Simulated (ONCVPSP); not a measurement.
# u(r) = r·R(r): atom against pseudo-atom (Ru (Z = 44))

Columns: radius, all-electron u(r) and pseudo u(r) of the 4p shell (level -46.86 eV) of ruthenium in the configuration [Ar] 3d10 4s2 4p6 4d7 5s0.75 5p0.25; PBE, scalar-relativistic, ONCV scheme, ONCVPSP 4.0.1.

| r (bohr) | all-electron | pseudo |
| --- | --- | --- |
| 0.080 | 0.3635 | 0.0182 |
| 0.160 | -0.0615 | 0.0712 |
| 0.240 | -0.4855 | 0.1548 |
| 0.320 | -0.5554 | 0.2628 |
| 0.400 | -0.3551 | 0.3869 |
| 0.480 | -0.0346 | 0.5184 |
| 0.560 | 0.2984 | 0.6480 |
| 0.640 | 0.5855 | 0.7671 |
| 0.720 | 0.8047 | 0.8685 |
| 0.800 | 0.9534 | 0.9467 |
| 0.880 | 1.0383 | 0.9986 |
| 0.960 | 1.0712 | 1.0234 |
| 1.040 | 1.0642 | 1.0224 |
| 1.120 | 1.0286 | 0.9987 |
| 1.200 | 0.9739 | 0.9560 |
| 1.280 | 0.9077 | 0.8989 |
| 1.360 | 0.8355 | 0.8323 |
| 1.440 | 0.7616 | 0.7608 |
| 1.520 | 0.6888 | 0.6886 |
| 1.600 | 0.6189 | 0.6188 |
| 1.680 | 0.5532 | 0.5531 |
| 1.760 | 0.4924 | 0.4923 |
| 1.840 | 0.4366 | 0.4365 |
| 1.920 | 0.3860 | 0.3859 |
| 2.000 | 0.3403 | 0.3403 |
| 2.080 | 0.2995 | 0.2994 |

Question: How many radial nodes do the two functions have?

Answer: The all-electron 4p function has n − l − 1 = 2; the pseudo-wave has 0, since the states of the same l below it are removed with the core.

Question: At about which radius was the pseudo-wave matched?

Answer: 1.60 bohr, where the columns begin to agree (steps of 0.08 bohr).

Question: Is the pseudo-wave norm-conserving?

Answer: Yes: the ONCV scheme keeps the norm inside the radius equal to the all-electron one, which fixes the energy derivative of the logarithmic derivative at the level.
